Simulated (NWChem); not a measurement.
All runs are NWChem calculations. System: AsF2, charge 0, spin multiplicity 2, at a geometry optimised with UPBE0/def2-SVP. The structure started from a generated list of species. Its SCF solution wasn't tested for a lower state. Level: UHF/def2-TZVP.

Input file:

```
start mol
memory heap 200 mb stack 900 mb global 1100 mb
geometry units angstroms nocenter noautoz
  F      1.303137     0.000000     0.745315
  As     0.000000     0.000000    -0.406535
  F     -1.303137     0.000000     0.745315
  symmetry group C2v
end
basis spherical
  * library def2-tzvp
end
scf
  uhf
  nopen 1
  maxiter 100
  thresh 1e-7
  semidirect memsize 60000000 filesize 0
  # guess.movecs holds the orbitals of an unrestricted PBE0 run
  vectors input guess.movecs output mol.movecs
end
task scf energy
```

Part of the output:

```
             Northwest Computational Chemistry Package (NWChem) 7.3.0
             --------------------------------------------------------

                                NWChem Input Module
                                -------------------

 Scaling coordinates for geometry "geometry" by  1.889725989
 (inverse scale =  0.529177249)

 Turning off AUTOSYM since
 SYMMETRY directive was detected!

                             Geometry "geometry" -> ""
                             -------------------------

 Output coordinates in angstroms (scale by  1.889725989 to convert to a.u.)

  No.       Tag          Charge          X              Y              Z
 ---- ---------------- ---------- -------------- -------------- --------------
    1 F                    9.0000     1.30313700     0.00000000     0.74531500
    2 As                  33.0000     0.00000000     0.00000000    -0.40653500
    3 F                    9.0000    -1.30313700     0.00000000     0.74531500

 Effective nuclear repulsion energy (a.u.)     197.1762595311

            Nuclear Dipole moment (a.u.)
            ----------------------------
        X                 Y               Z
 ---------------- ---------------- ----------------
     0.0000000000     0.0000000000     0.0000283459

      Symmetry information
      --------------------

 Group name             C2v
 Group number             16
 Group order               4
 No. of unique centers     2

      Symmetry unique atoms

     1    2


 Summary of "ao basis" -> "" (spherical)
 ------------------------------------------------------------------------------
       Tag                 Description            Shells   Functions and Types
 ---------------- ------------------------------  ------  ---------------------
 *                         def2-tzvp                  on all atoms

 Summary of "ao basis" -> "ao basis" (spherical)
 ------------------------------------------------------------------------------
       Tag                 Description            Shells   Functions and Types
 ---------------- ------------------------------  ------  ---------------------
 F                         def2-tzvp                11       31   5s3p2d1f
 As                        def2-tzvp                16       48   6s5p4d1f

                                 NWChem SCF Module
                                 -----------------

  ao basis        = "ao basis"
  functions       =   110
  atoms           =     3
  alpha electrons =    26
  beta  electrons =    25
  charge          =   0.00
  wavefunction    = UHF
  use symmetry    = T
  symmetry adapt  = T

 Summary of "ao basis" -> "ao basis" (spherical)
 ------------------------------------------------------------------------------
       Tag                 Description            Shells   Functions and Types
 ---------------- ------------------------------  ------  ---------------------
 F                         def2-tzvp                11       31   5s3p2d1f
 As                        def2-tzvp                16       48   6s5p4d1f

      Symmetry analysis of basis
      --------------------------

        a1         42
        a2         15
        b1         32
        b2         21

 Forming initial guess at       0.0s

   Symmetry analysis of molecular orbitals - initial alpha
   -------------------------------------------------------

  Numbering of irreducible representations:

     1 a1          2 a2          3 b1          4 b2

  Orbital symmetries:

     1 a1          2 a1          3 b1          4 b2          5 a1
[...]
   Bfn.  Coefficient  Atom+Function         Bfn.  Coefficient  Atom+Function
  ----- ------------  ---------------      ----- ------------  ---------------
     7      0.342189  1 F  py                86     -0.342189  3 F  py
    10      0.303160  1 F  py                89     -0.303160  3 F  py
    13      0.193489  1 F  py                92     -0.193489  3 F  py

 Vector   24  Occ=1.000000D+00  E=-6.311393D-01  Symmetry=b1
              MO Center=  1.0D-14,  1.0D-19,  7.1D-01, r^2= 2.2D+00
   Bfn.  Coefficient  Atom+Function         Bfn.  Coefficient  Atom+Function
  ----- ------------  ---------------      ----- ------------  ---------------
     6      0.312770  1 F  px                85      0.312770  3 F  px
     9      0.276349  1 F  px                88      0.276349  3 F  px
    12      0.171101  1 F  px                91      0.171101  3 F  px
     8     -0.156907  1 F  pz                87      0.156907  3 F  pz

 Vector   25  Occ=1.000000D+00  E=-5.021621D-01  Symmetry=a1
              MO Center=  2.4D-15, -6.8D-15, -5.1D-01, r^2= 2.1D+00
   Bfn.  Coefficient  Atom+Function         Bfn.  Coefficient  Atom+Function
  ----- ------------  ---------------      ----- ------------  ---------------
    37      0.534489  2 As s                 36      0.421902  2 As s
    49     -0.312543  2 As pz                35     -0.234132  2 As s
     8      0.186459  1 F  pz                87      0.186459  3 F  pz
    43      0.179584  2 As pz                34     -0.167591  2 As s
    11      0.164496  1 F  pz                90      0.164496  3 F  pz

 Vector   26  Occ=0.000000D+00  E= 3.231020D-02  Symmetry=b2
              MO Center= -3.9D-17,  3.7D-15, -5.1D-01, r^2= 2.6D+00
   Bfn.  Coefficient  Atom+Function         Bfn.  Coefficient  Atom+Function
  ----- ------------  ---------------      ----- ------------  ---------------
    51      0.755758  2 As py                48      0.356464  2 As py
    42     -0.254227  2 As py

 Vector   27  Occ=0.000000D+00  E= 9.487201D-02  Symmetry=b1
              MO Center=  9.1D-15,  2.5D-16, -7.4D-01, r^2= 3.1D+00
   Bfn.  Coefficient  Atom+Function         Bfn.  Coefficient  Atom+Function
  ----- ------------  ---------------      ----- ------------  ---------------
    50      1.075106  2 As px                 5     -0.410527  1 F  s
    84      0.410527  3 F  s                 47      0.321436  2 As px
    14      0.209487  1 F  pz                93     -0.209487  3 F  pz
    41     -0.203971  2 As px

 Vector   28  Occ=0.000000D+00  E= 1.454338D-01  Symmetry=a1
              MO Center= -3.6D-16, -7.7D-16, -3.0D-01, r^2= 3.5D+00
   Bfn.  Coefficient  Atom+Function         Bfn.  Coefficient  Atom+Function
  ----- ------------  ---------------      ----- ------------  ---------------
    52      1.182109  2 As pz                37      0.907368  2 As s
     5     -0.589564  1 F  s                 84     -0.589564  3 F  s
    12      0.310949  1 F  px                91     -0.310949  3 F  px
    49      0.238498  2 As pz                36      0.182652  2 As s
    43     -0.159461  2 As pz                35     -0.153434  2 As s

 center of mass
 --------------
 x =   0.00000000 y =   0.00000000 z =  -0.03579130

 moments of inertia (a.u.)
 ------------------
         119.447998065156           0.000000000000           0.000000000000
           0.000000000000         349.870477900728           0.000000000000
           0.000000000000           0.000000000000         230.422479835572

  Mulliken analysis of the total density
  --------------------------------------

    Atom       Charge   Shell Charges
 -----------   ------   -------------------------------------------------------
    1 F    9     9.44   0.77  1.20  0.60  1.01  0.35  2.23  2.28  0.99  0.00  0.01  0.00
    2 As  33    32.12   2.00  2.00  1.17  0.78  1.04  0.86  5.99  5.76  0.35  1.27  0.58  8.97  1.06  0.10  0.11  0.08
    3 F    9     9.44   0.77  1.20  0.60  1.01  0.35  2.23  2.28  0.99  0.00  0.01  0.00

  Mulliken analysis of the alpha density
  --------------------------------------

    Atom       Charge   Shell Charges
 -----------   ------   -------------------------------------------------------
    1 F    9     4.73   0.39  0.60  0.30  0.51  0.18  1.13  1.15  0.48  0.00  0.00  0.00
    2 As  33    16.54   1.00  1.00  0.59  0.39  0.53  0.43  3.00  2.88  0.19  0.89  0.48  4.48  0.53  0.06  0.06  0.04
    3 F    9     4.73   0.39  0.60  0.30  0.51  0.18  1.13  1.15  0.48  0.00  0.00  0.00

   Mulliken analysis of the beta density
   -------------------------------------

    Atom       Charge   Shell Charges
 -----------   ------   -------------------------------------------------------
    1 F    9     4.71   0.39  0.60  0.30  0.51  0.18  1.10  1.13  0.51  0.00  0.00  0.00
    2 As  33    15.58   1.00  1.00  0.58  0.39  0.51  0.43  3.00  2.87  0.16  0.38  0.11  4.49  0.53  0.04  0.05  0.04
    3 F    9     4.71   0.39  0.60  0.30  0.51  0.18  1.10  1.13  0.51  0.00  0.00  0.00

   Mulliken analysis of the spin density
   -------------------------------------

    Atom       Charge   Shell Charges
 -----------   ------   -------------------------------------------------------
    1 F    9     0.02   0.00 -0.00  0.00  0.00 -0.00  0.03  0.01 -0.03  0.00  0.00 -0.00
    2 As  33     0.96  -0.00  0.00  0.00 -0.00  0.03  0.00  0.00  0.01  0.03  0.51  0.37 -0.01  0.00  0.01  0.02 -0.00
    3 F    9     0.02   0.00 -0.00  0.00  0.00 -0.00  0.03  0.01 -0.03  0.00  0.00 -0.00

       Multipole analysis of the density wrt the origin
       ------------------------------------------------

     L   x y z        total         alpha         beta         nuclear
     -   - - -        -----         -----         ----         -------
     0   0 0 0     -0.000000    -26.000000    -25.000000     51.000000

     1   1 0 0     -0.000000     -0.000000     -0.000000      0.000000
     1   0 1 0      0.000000      0.000000      0.000000      0.000000
     1   0 0 1     -1.027498     -0.174746     -0.852780      0.000028

     2   2 0 0    -22.514470    -66.553801    -65.117352    109.156683
     2   1 1 0      0.000000     -0.000000      0.000000      0.000000
     2   1 0 1      0.000000      0.000000     -0.000000      0.000000
     2   0 2 0    -19.608727    -12.004376     -7.604351      0.000000
     2   0 1 1      0.000000      0.000000     -0.000000      0.000000
     2   0 0 2    -20.598610    -38.699817    -37.081855     55.183062

 Task  times  cpu:        1.6s     wall:        1.6s

 Total times  cpu:        1.6s     wall:        1.6s
```
